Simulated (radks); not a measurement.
Results of a calculation; reference values are marked as such.
Ionisation of Cs3+, [Kr] 4d10 5s2 5p4, to Cs4+, [Kr] 4d10 5s2 5p3, under several functionals. Scalar-relativistic Kohn-Sham, spin-unpolarised, spherical densities, finite nucleus; a radial shooting solver on a logarithmic mesh with Libxc functionals. Known Delta-SCF values: LDA (Slater exchange, Perdew-Zunger correlation) 45.434 eV; PBEsol 45.225 eV; revPBE 45.120 eV. What does PW91 give, and what is its highest occupied eigenvalue?

Answer. 45.258 eV by Delta-SCF; the 5p eigenvalue is -39.630 eV. NIST: 43 eV (theoretical).

Beside tabulated values, note that spin-unpolarised runs miss the spin-polarisation part of the exchange energy of open shells.
